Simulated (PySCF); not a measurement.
C6H7ClF (doublet state).
Z-matrix (Å and degrees, GFN2-xTB geometry), rows numbered from 1:
```
C 
C   1  1.3530
C   2  1.4025  1  123.23
C   3  1.4094  2  125.75  1  -179.88
C   4  1.3596  3  119.56  2  -178.25
F   5  1.3405  4  122.29  3  -179.58
C   4  1.4996  3  121.16  2     0.97
Cl  7  1.7973  4  110.14  3   -71.05
H   1  1.0767  2  121.42  3     0.06
H   1  1.0748  2  121.58  3  -179.86
H   2  1.0805  1  118.41  3   179.20
H   3  1.0814  2  117.49  1     0.55
H   5  1.0782  4  125.20  3    -0.54
H   7  1.0892  4  111.73  3    47.57
H   7  1.0887  4  111.24  3   171.04
```

The hyperfine couplings belong to this conformer and change with its torsions.

Identity: `C=C[CH]/C(=C/F)CCl` [radical].

Theory: UKS B3LYP, pcH-1 on C Cl F H, non-relativistic, mean-field spin-orbit, GIAO in PySCF. Isolated species at its GFN2-xTB geometry (one conformer only). Couplings are sensitive to structure, and on GFN2-xTB geometries they can be far from those on DFT ones. No stability test was run, so a lower SCF solution isn't excluded. ⟨S²⟩ is 0.792 where a pure state has 0.75.

(1) Break the g tensor into its mass correction, gauge correction and orbital-Zeeman/spin–orbit terms.

(2) What are the electron Larmor frequencies g μB B/h along the three axes at 350 mT?

(3) Average each term over the three axes. Which is largest in size?

(4) What effective moment and Curie constant follow for a powder?

(5) In a frozen sample, at which fields do the three g values resonate at 9.5, 34, 94 and 263 GHz (hyperfine left aside), and which band first spreads them over more than twice a line width of 0.3 mT?

Results:

(1) 
| Δg (ppm) | 1 | 2 | 3 |
| --- | --- | --- | --- |
| relativistic mass correction | -168 | -168 | -168 |
| gauge correction | 0 | 33 | 43 |
| orbital Zeeman/spin–orbit | 114 | 1324 | 1693 |
| total | -54 | 1190 | 1568 |

So g = 2.00227, 2.00351, 2.00389 and g_iso = 2.00322; the tensor is rhombic: the two nearest values differ by 23 % of g3 − g1. Axes: g2 points within 15° of the C1–H9 bond and g3 points within 11° of the C2–C3 bond.

(2) 9.8085, 9.8146, 9.8164 GHz for g1, g2 and g3, a range of 7.9 MHz.

(3) The orbital-Zeeman/spin–orbit term 1044, the mass correction -168 and the gauge correction 25 ppm, for a total of 901 ppm. The orbital-Zeeman/spin–orbit term is the largest in size. The mass correction is the same along every axis, so the anisotropy comes from the other two: their spans along these axes are 43 (gauge) and 1579 ppm (orbital Zeeman/spin–orbit).

(4) With the mean of g² = 4.0129 and S(S+1) = 0.75: μ_eff = √(⟨g²⟩S(S+1)) = 1.735 μB and χT = 0.12505·⟨g²⟩·S(S+1) = 0.376 cm³ K/mol (cgs; spin-Hamiltonian part alone).

(5) 
```tsv
band	GHz	B(g3) mT	B(g2) mT	B(g1) mT	spread mT
X	9.5	338.72	338.78	338.99	0.27
Q	34.0	1212.26	1212.48	1213.24	0.98
W	94.0	3351.53	3352.16	3354.24	2.71
J	263.0	9377.15	9378.92	9384.75	7.59
```

The spread grows in proportion to the frequency. Q band is the first where it exceeds 0.6 mT.

Largest spin populations (Mulliken): C3 (+0.55), C1 (+0.51), C5 (+0.42) and C2 (-0.23). Three atoms exceed +0.15. The positive populations add up to 1.54 and the negative ones to -0.54, together 2S = 1. The angles at C3 add up to 360.0°, so it is planar.

The HOMO–LUMO gaps are 4.46 eV among the α and 4.73 eV among the β orbitals.
